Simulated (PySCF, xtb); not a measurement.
B₂H₄, SMILES B[BH2-], charge -1, multiplicity 2.

Harmonic wavenumbers (cm⁻¹) from GFN2-xTB in xtb at its own minimum, in rising order: 486, 545, 639, 751, 889, 1012, 1237, 1301, 2023, 2037, 2100, 2214.

Task: What does r2SCAN-D4/def2-TZVPD run with PySCF give at its own minimum? (An estimate is asked for; the answer gives what the named calculation found.)

Result: 384, 526, 701, 829, 898, 920, 1149, 1214, 2339, 2358, 2383, 2385. Paired by order, the mean absolute difference is 136 cm⁻¹ and the zero-point energies are 21.8 and 23.0 kcal/mol.
